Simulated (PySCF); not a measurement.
## The 26-electron isoelectronic series, non-relativistic

All values are computed (PySCF 2.14, energy differences of UHF-based or UKS calculations, no spin-orbit coupling). Each ion has its own even-tempered basis scaled to its charge (17s11p8d4f4g for the first); frozen: [Ne]. Ionisation energies in eV.

```csv
ion,configuration,UHF,LDA,PBE,PBE0,r2SCAN,MP2 (outer shells),"NIST (with spin-orbit, Breit and QED)"
Ru(18+),[Ar] 3d8 (3F),786.89,788.82,788.37,788.52,789.11,788.49,784 ± 3 (t)
Pd(20+),[Ar] 3d8 (3F),937.32,939.13,938.71,938.90,939.53,938.90,933 ± 4 (t)
Cd(22+),[Ar] 3d8 (3F),1100.0,1101.7,1101.3,1101.5,1102.2,1101.5,1095 ± 4 (t)
Sn(24+),[Ar] 3d8 (3F),1274.8,1276.4,1276.0,1276.3,1277.0,1276.4,1269 ± 4 (t)
Sb(25+),[Ar] 3d8 (3F),1366.8,1368.3,1368.0,1368.2,1369.0,1368.3,1360 ± 4 (t)
Te(26+),[Ar] 3d8 (3F),1461.9,1463.3,1463.0,1463.3,1464.0,1463.4,1455 ± 4 (t)
Xe(28+),[Ar] 3d8 (3F),1661.1,1662.4,1662.1,1662.4,1663.2,1662.6,1653 ± 4 (t)
Ba(30+),[Ar] 3d8 (3F),1872.4,1873.6,1873.4,1873.7,1874.5,1873.9,1864 ± 4 (t)
Ce(32+),[Ar] 3d8 (3F),2095.9,2097.0,2096.8,2097.1,2098.0,2097.4,2087 ± 4 (t)
Nd(34+),[Ar] 3d8 (3F),2331.6,2332.5,2332.3,2332.7,2333.7,2333.0,2321 ± 5 (t)
```

Each ion has its own basis, which adds noise of up to about 0.1 % along the series.

NIST values marked (s) are semi-empirical, (t) theoretical. Open shells are high-spin determinants of the terms that Hund's rules give; for the heavier ions, far from LS coupling, these are not the ground levels.

All relativistic terms are absent from the calculated values; where these lie close to NIST, scalar and spin-orbit shifts of opposite sign can cancel.
